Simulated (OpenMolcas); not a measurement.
**F IV: effect of the IPEA shift**

```
Program             : OpenMolcas
Basis               : ANO-L-VTZP [4s3p2d1f]
Scalar Hamiltonian  : non-relativistic, point nucleus
Active space        : 4 electrons in 4 orbitals (2s 2p)
State averaging     : 2S+1 = 3 even, 3 roots; 2S+1 = 1 even, 6 roots; 2S+1 = 5 odd, 1 root; 2S+1 = 3 odd, 9 roots; 2S+1 = 1 odd, 8 roots
Spin-orbit coupling : state interaction with AMFI integrals over the reference wave functions, term energies averaged over their components
```

Methods on the same reference wave functions:
A. CASSCF
B. SS-CASPT2, IPEA 0 Eh, imaginary shift 0.1 Eh (closed shells correlated: 1s)
C. SS-CASPT2, IPEA 0.25 Eh, imaginary shift 0.1 Eh (closed shells correlated: 1s)

Energies in cm-1 above 2s2 2p2 3P0, the measured ground level; measured values from Moore, Atomic Energy Levels, vol. I, NSRDS-NBS 35 (1971 reprint of NBS Circular 467, 1949).

```
       Level       A       B       C  Measured
 2s2 2p2 3P0     0.0     0.0     0.0       0.0
 2s2 2p2 3P1     222     222     222       225
 2s2 2p2 3P2     648     648     648       613
 2s2 2p2 1D2   27712   26020   25710     25241
 2s2 2p2 1S0   50714   54060   53670     53544
2s 2p3 5S* 2   62564   71630   71200          
2s 2p3 3D* 2  150412  146140  146160    147889
2s 2p3 3D* 1  150413  146140  146160    147902
2s 2p3 3D* 3  150417  146150  146160    147842
2s 2p3 3P* 0  177262  174890  174760          
2s 2p3 3P* 1  177264  174890  174760    175242
2s 2p3 3P* 2  177268  174900  174760    175237
2s 2p3 1D* 2  243107  229510  229880          
2s 2p3 3S* 1  250169  238050  239320          
2s 2p3 1P* 1  269807  258100  258270    257390
```

Deviations, from unrounded energies. A percentage is the sum of absolute deviations over the sum of measured energies, with the sign that they share, or ± where signs differ.

```
                        Against measurement  Levels     A     B     C
             mean absolute deviation (cm-1)      10  2900   790   760
      fine structure of the ground term (%)       2  ±4.5  ±4.5  ±4.5
other terms of the ground configuration (%)       2  ±6.7  +1.7  +0.8
                   other configurations (%)       6  +2.3  ±0.6  ±0.7
```

B, C lie about equally close to measurement and A furthest from it. The largest miss of C in the table is 2s 2p3 3D* 1, by -1700 cm-1. The ranking rests on the paired levels alone, and a cruder setting can come out closer through cancelling errors.

Between B and C the level of the table that moves most is 2s 2p3 3S* 1, by 1300 cm-1 (lowest in B, highest in C). Moves below CASPT2's spread within the term are not significant.

The mean deviations of B to C differ by less than CASPT2's widest spread within a term (200 cm-1), so their order carries little weight.

From A to B the spin-free energies of the other terms of 2s2 2p2 shown, above 3P, scale by factors of 0.94 to 1.07.

The lowest spin-free term lies below A's lowest term by 0.075 hartree in B, 0.072 hartree in C.

CASPT2 breaks the degeneracy within a term, and the mean is taken; among the terms shown or strongly mixed into the levels shown the widest spread is 200 cm-1 (2s 2p3 1D*, C). Measured partners are found by configuration, term and J. A level has none where our copy of the source lacks it or the pairing is in doubt (some pairs that miss far off the trend of their configuration count as doubtful), and it then counts in no deviation. Levels of configurations outside the active space are missing.

* marks odd parity.
